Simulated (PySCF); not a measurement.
**From computed data to an observable: oscillator strength and radiative lifetime**

C2H8N2OSi, SMILES C/C=N\[Si@H](N)O.

Geometry: PBE0-D3(BJ)/def2-SVP. The structure was generated by enumeration; whether it is a known compound was not checked. The values are those of a single conformer.

TDDFT-PBE/def2-SVPD run with PySCF 2.14.0 puts the first singlet state with f over 0.02 at 4.76 eV (vertical), with the transition dipole (0.641, -0.010, -0.039) in atomic units.

Task: Find the oscillator strength, the wavelength and the radiative lifetime that this transition would have in vacuum if emission retraced absorption.

Result: 
|μ|² = 0.4125 au, so |μ| = 1.63 D. ΔE = 4.76/27.211 = 0.1749 hartree. f = (2/3) ΔE |μ|² = 0.048 (the program prints 0.048).
λ = 1239.84/4.76 = 260 nm; ν = 38392 cm⁻¹.
Einstein's coefficient A = 0.6670 ν² f s⁻¹ (ν in cm⁻¹) = 4.7e7 s⁻¹, so τ = 1/A = 21 ns. This state is S2; the lower singlet has f = 0.001. The figure is the radiative limit of this one transition; relaxation, internal conversion, crossing to triplets and a medium change what is measured.
